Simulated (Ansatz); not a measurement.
This geometry of BFH5PSSn (10 atoms, charge 0, multiplicity 1) is a first-order saddle point.

Level of theory: RKS LDA/def2-SVP (Ansatz 0.2.0).

```xyz
10
Properties=species:S:1:pos:R:3
F -2.825 0.548 -0.513
Sn -1.056 1.010 -1.189
B 0.347 -0.028 0.220
P 0.142 -1.935 0.494
S 1.524 1.046 0.957
H -1.053 2.734 -1.192
H -1.060 0.386 -2.796
H 0.278 -1.805 1.929
H 1.567 -2.154 0.359
H 2.219 0.146 1.733
```

Question: Which two structures does it join? (They come from a converged band through this point; their orientation in space is the band's.)

Answer: No bond is made or broken. The dihedral Sn2–B3–P4–H8 goes from -34 to 150°.

Initial state:

```xyz
10
Properties=species:S:1:pos:R:3
F -2.388 -0.032 0.274
Sn -1.104 1.035 -0.768
B 0.740 -0.022 -0.094
P 0.331 -1.764 0.448
S 2.306 0.779 -0.227
H -1.376 2.645 -0.220
H -1.667 0.835 -2.382
H -0.971 -1.466 0.990
H 1.100 -1.874 1.658
H 3.113 -0.188 0.322
```

Final state:

```xyz
10
Properties=species:S:1:pos:R:3
F -2.751 0.701 0.995
Sn -1.380 1.004 -0.356
B 0.462 -0.061 0.345
P 0.708 -1.820 -0.244
S 1.368 0.772 1.606
H -1.276 2.722 -0.446
H -2.072 0.336 -1.787
H 2.143 -1.928 -0.274
H 0.500 -1.644 -1.654
H 2.382 -0.132 1.818
```

Question: How far does it lie above each of them?

Answer: 0.44 eV above the first and 0.30 eV above the second. This is the barrier of this one path; another mechanism may lie lower.

Time of the run: 67 s on 2 threads of Arm Neoverse V1, on a shared host, peak memory 0.16 GiB.
